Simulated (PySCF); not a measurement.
Computed IR spectrum (relative IR intensity) of a molecule C₅H₁₂. Geometry: B3LYP-D3(BJ)/def2-SVP. The values are those of a single conformer. These are B3LYP-D3(BJ)/def2-SVP in PySCF values and carry that method's errors. Harmonic, unscaled wavenumbers; measured fundamentals usually lie a few per cent lower.

ν (cm⁻¹): 741 (w), 772 (vw), 869 (vw), 923 (w), 1154 (vw), 1256 (vw), 1327 (w), 1370 (w), 1403 (w), 1407 (w), 1470 (m), 1475 (w), 1482 (w), 1485 (w), 3004 (m), 3015 (m), 3018 (s), 3021 (s), 3024 (m), 3043 (m), 3056 (s), 3066 (s), 3098 (vs), 3101 (s), 3105 (s), 3110 (s) (against the strongest line: vs over 80 %, s over 45 %, m over 15 %, w over 4 %, vw less)

Problem. Identify the compound among the candidates.
A. CCCCC
B. CCC(C)C
C. CC(C)(C)C

Solution. A, CCCCC
